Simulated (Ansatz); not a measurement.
# C4H5BrF2Si: where a starting geometry ends

The starting geometry of this gas-phase triplet was optimised with GFN2-xTB as a singlet; its bonds are those of `F[SiH](F)CC#CCBr`.

```tsv
atom	x (Å)	y (Å)	z (Å)
C	-0.1349	-0.1709	1.5383
C	0.0114	0.9717	0.6692
C	0.1576	1.9365	-0.0291
C	0.3143	3.0401	-0.9329
Br	0.2360	2.4251	-2.8184
F	2.5248	-1.1968	1.4165
F	0.7455	-2.7953	2.0962
Si	1.0205	-1.6037	1.0650
H	0.9778	-2.1185	-0.2787
H	-1.1775	-0.4978	1.5151
H	0.0841	0.1424	2.5649
H	-0.4886	3.7703	-0.8283
H	1.2876	3.5179	-0.8187
```

Question: Predict what it relaxes into with B3LYP/def2-SVP.

Answer: It falls apart into C4H5F2Si + Br. Contacts that open: C4–Br5 (1.98 → 3.57 Å).

The energy falls by 2.83 eV over 37 steps:

| step | E − E(last) (eV) |
| --- | --- |
| 1 | 2.829 |
| 5 | 0.339 |
| 9 | 0.211 |
| 13 | 0.145 |
| 17 | 0.136 |
| 21 | 0.130 |
| 25 | 0.090 |
| 29 | 0.007 |
| 33 | 0.001 |
| 37 | 0.000 |

Final geometry (Å):

| atom | x (Å) | y (Å) | z (Å) |
| --- | --- | --- | --- |
| C | -0.1547 | -0.1306 | 1.3221 |
| C | 0.0371 | 1.1257 | 0.6297 |
| C | 0.2701 | 2.2340 | 0.1024 |
| C | 0.5268 | 3.4726 | -0.4130 |
| Br | -0.4907 | 0.4810 | -2.0756 |
| F | 2.5473 | -0.9274 | 0.9017 |
| F | 0.9014 | -2.6255 | 1.9947 |
| Si | 1.0420 | -1.5096 | 0.8283 |
| H | 0.8187 | -2.1554 | -0.4724 |
| H | -1.1826 | -0.5099 | 1.1690 |
| H | -0.0245 | 0.0147 | 2.4108 |
| H | 0.4381 | 3.6603 | -1.4855 |
| H | 0.8293 | 4.2912 | 0.2467 |

No frequencies were run, so the end isn't proven a minimum. Open shells are spin-unrestricted. The triplet needn't be the ground state. Run with Ansatz 0.2.0, 5.7 min on 4 threads of Arm Neoverse V1, on a shared host.
